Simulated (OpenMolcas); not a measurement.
## OpenMolcas input wanted

C3H5Ga: 9 atoms, total charge 0, spin state singlet. SMILES: `C#[C][GaH][CH3]`. The shape is that of a PBE0-D4/def2-TZVP optimisation.

```xyz
9

C     1.4987    0.8168   -2.1387
C     0.9500    0.7452   -1.0628
Ga    0.0688    0.6112    0.6437
C    -1.0361   -0.9725    0.9664
H     1.9837    0.8831   -3.0861
H     0.2926    1.7831    1.6555
H    -0.4514   -1.8772    0.7821
H    -1.4352   -1.0063    1.9800
H    -1.8710   -0.9835    0.2600
```

Settings wanted:

| Setting | Value |
| --- | --- |
| method | MP2 |
| reference | RHF |
| relativity | none |
| symmetry | none |
| basis set | 6-31G* |
| task | energy |
| frozen core orbitals | 12 |
| nucleus | point |
| SCF convergence threshold | 1e-10 |
| d and f functions | spherical |

**Question.** Give an OpenMolcas 26.06 job that does this.

**Answer.** One that was run (others would do as well):

calc.inp:
```
>>> EXPORT MOLCAS_PRINT=2

&GATEWAY
  BasLib
  $CurrDir
  Coord
  9
  bohr
  C      2.83213254     1.54352830    -4.04155726
  C      1.79523982     1.40822391    -2.00840093
  Ga     0.13001316     1.15500061     1.21641671
  C     -1.95794524    -1.83775866     1.82623133
  H      3.74864971     1.66881714    -5.83188379
  H      0.55293386     3.36957065     3.12844160
  H     -0.85302237    -3.54739388     1.47795480
  H     -2.71213493    -1.90163140     3.74165773
  H     -3.53567758    -1.85854564     0.49132879
  Basis
  6-31Gs
  Group
  NoSym

&SEWARD

&SCF
  Thresholds
  1e-10 1e-07 1e-07 1e-05
  PrOrbitals
  0

&MBPT2
  Frozen
  12
```

```bash
$ export MOLCAS_MEM=1860
$ pymolcas calc.inp > calc.log
```

(Basis files named in the input come from the Basis Set Exchange and aren't shown.)

Calculated total energy: -2040.02363 Eh.
